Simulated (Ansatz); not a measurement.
`C[S][GeH]([F])[Cl]` + NH₃ → `[NH2][GeH]([F])[Cl]` + CH₃SH at 298.15 K and 1 bar (ligand exchange at a Ge–S bond).

Program: Ansatz. Geometries: PBE0-D4/def2-TZVP. ΔE: electronic, gas phase. CBS: MP2 limit from def2 TZ/QZ plus the TZ coupled-cluster correction, frozen cores. This one scheme is used for every species. For Ge outer-core shells are correlated without core-valence functions, which leaves a few kJ/mol of doubt a bond. Scalar relativity is left out up to krypton. Each species was taken in one conformer, which may not be the lowest.

| species | CCSD(T)/CBS energy (Eh) | H − E (kJ/mol) | S (J/(mol·K)) |
| --- | --- | --- | --- |
| `C[S][GeH]([F])[Cl]` | -3074.01984 | 157.3 | 380.2 |
| NH₃ | -56.50880 | 100.5 | 192.4 |
| `[NH2][GeH]([F])[Cl]` | -2692.28962 | 117.5 | 330.5 |
| CH₃SH | -438.22835 | 133.0 | 253.2 |

H − E and S are ideal-gas, rigid-rotor, harmonic terms from PBE0-D4/def2-TZVP, for one conformer and one mirror image of each species. 1 Eh = 2625.50 kJ/mol, R = 8.31446 J/(mol·K).

Question: By hand: ΔE, ΔH, ΔS and ΔG.

Answer: ΔE = (-2692.28962) + (-438.22835) − (-3074.01984) − (-56.50880) = 0.01067 Eh = 28.0 kJ/mol. Δ(H − E) = 117.5 + 133.0 − 157.3 − 100.5 = -7.3, so ΔH = 20.7 kJ/mol. ΔS = 330.5 + 253.2 − 380.2 − 192.4 = 11.1 J/(mol·K). ΔG = 20.7 − 298.15 × (11.1)/1000 = 17.4 kJ/mol.

Question: By hand: the equilibrium constant, and the temperature at which ΔG would vanish if ΔH and ΔS stayed fixed.

Answer: log₁₀ K = −ΔG/(RT ln 10) = -3.0. ΔG = 0 at ΔH/ΔS = 1865 K, though so small a ΔS makes that figure unsure.

The number of gas molecules stays the same, so ΔS is small and ΔH decides. A doubt of 5 kJ/mol in ΔE shifts log₁₀ K by 0.9 here. Other conformers and mirror images would add mixing entropy, several J/(mol·K) or more a flexible species. Modes under 60 cm⁻¹, often nearly free rotors, make the harmonic entropy too high. These are equilibria of isolated gas molecules and say nothing of rates. Largest T1 diagnostic: 0.011 (customary marks: 0.02 for closed shells, 0.045 for open ones).
